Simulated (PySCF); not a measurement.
**Correlation energy of Si⁺ (silicon, charge +1)**

[Ne] 3s2 3p1, 2P determinant. Calculation: PySCF 2.14, in aug-cc-pwCVTZ; the non-relativistic Hamiltonian (point nucleus). Frozen: 1s2; 11 electrons correlated.

MP2 pair energies summed by pair of shells (mhartree):

| pair | energy | share (%) |
| --- | --- | --- |
| 2p-2p | -171.61 | 57.5 |
| 2s-2p | -45.47 | 15.2 |
| 3s-3s | -23.34 | 7.8 |
| 2p-3s | -21.42 | 7.2 |
| 3s-3p | -18.86 | 6.3 |
| 2s-2s | -8.33 | 2.8 |
| 2p-3p | -6.24 | 2.1 |
| 2s-3s | -2.51 | 0.8 |
| 2s-3p | -0.90 | 0.3 |

Total MP2 correlation energy: -298.69 mhartree.

Same-spin part -76.43 and opposite-spin part -222.25 mhartree; SCS-MP2 scales them by 1/3 and 6/5 to -292.18 mhartree.
